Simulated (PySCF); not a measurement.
## How ionic is MSi along the lanthanides?

PBE0 in PySCF with x2c-SVPall on every atom, spin-free X2C, for the lowest determinant that a PBE0 search found; no spin–orbit coupling. A negative dipole means M(+)Si(−).

```
 M    state (unpaired electrons)  Re (Å)  μ (D)
La           quartet (σ ↑↑, π ↑)   2.589  -4.74
Ce    quintet (f population 1.1)   2.540  -4.62
Gd  2S+1 = 11 (f population 7.0)   2.680  -3.98
Tb      decet (f population 8.0)   2.679  -3.92
```

**Question.** Give the ionic character |μ|/(e·Re) of each, with 1 e·Å = 4.803 D, and the positive end.

**Answer.** LaSi 38 % (La positive), CeSi 38 % (Ce positive), GdSi 31 % (Gd positive), TbSi 30 % (Tb positive). Lone pairs and polarisation enter μ too, so this number is only a rough measure of charge transfer.

Spin–orbit coupling is left out. The state is the lowest single determinant that the PBE0 search found; with open d or f shells the true ground state can be another one.
